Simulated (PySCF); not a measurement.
OSn, SMILES [O]=[Sn] (connectivity only; charge and spin as stated), charge -1, multiplicity 2.

Geometry optimised at B3LYP-D3(BJ)/def2-TZVPD. The spin state was assumed, not searched. The def2 effective core potentials stand for the cores of Sn; spin–orbit coupling is left out.

Two levels are set side by side: PBE/def2-TZVPD (PySCF) and ωB97X/def2-TZVPD (PySCF). Same geometry, gas phase. Differences are taken from unrounded values.

```json
[
 {"quantity": "α-spin orbital gap (eV)", "ωB97X": "5.15"},
 {"quantity": "β-spin orbital gap (eV)", "ωB97X": "8.28"}
]
```

Task: What does PBE give, and how far is it from ωB97X? (An estimate is asked for; the answer gives what the named calculation found.)

Result: 
```json
[
 {"quantity": "α-spin orbital gap (eV)", "PBE": "0.14", "PBE minus ωB97X": "-5.01"},
 {"quantity": "β-spin orbital gap (eV)", "PBE": "2.79", "PBE minus ωB97X": "-5.49"}
]
```

Rough cost on one machine, each run with all the roots and properties that it gave: ωB97X against PBE within a factor of 2.
